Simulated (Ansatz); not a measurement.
`[CH3][Al]([C]#N)[C]#N`, relaxed with RKS PBE0-D4/def2-TZVP in the Gaussian-basis code of Ansatz from a PBE-D4/def2-SVP geometry. The force threshold is 0.005 eV/Å; the program also tests the step.

Total charge 0; spin multiplicity 1.

Start:

```xyz
9

C     1.067   -1.053    0.368
Al   -0.264    0.277   -0.095
C     0.154    2.153   -0.351
N     0.447    3.284   -0.482
C    -2.136   -0.165   -0.347
N    -3.261   -0.477   -0.482
H     2.079   -0.613    0.480
H     1.115   -1.845   -0.410
H     0.799   -1.560    1.318
```

Problem. How much energy does the relaxation release, and in how many steps? (Estimate.)

Solution. Computed: 1.74 kcal/mol, in 5 steps.

Problem. Which bonds change most? (Best estimate.)

Solution. Ansatz gave: C5–N6 from 1.176 to 1.154 Å; C3–N4 from 1.176 to 1.154 Å; C1–H7 from 1.109 to 1.091 Å; C1–H8 from 1.111 to 1.094 Å.

Problem. Give the relaxed structure. (Estimate.)

Solution. Ansatz gave: 
```xyz
9

C     1.060   -1.048    0.366
Al   -0.256    0.275   -0.091
C     0.146    2.141   -0.344
N     0.431    3.250   -0.486
C    -2.116   -0.161   -0.341
N    -3.220   -0.465   -0.481
H     2.057   -0.618    0.477
H     1.105   -1.826   -0.403
H     0.793   -1.548    1.302
```
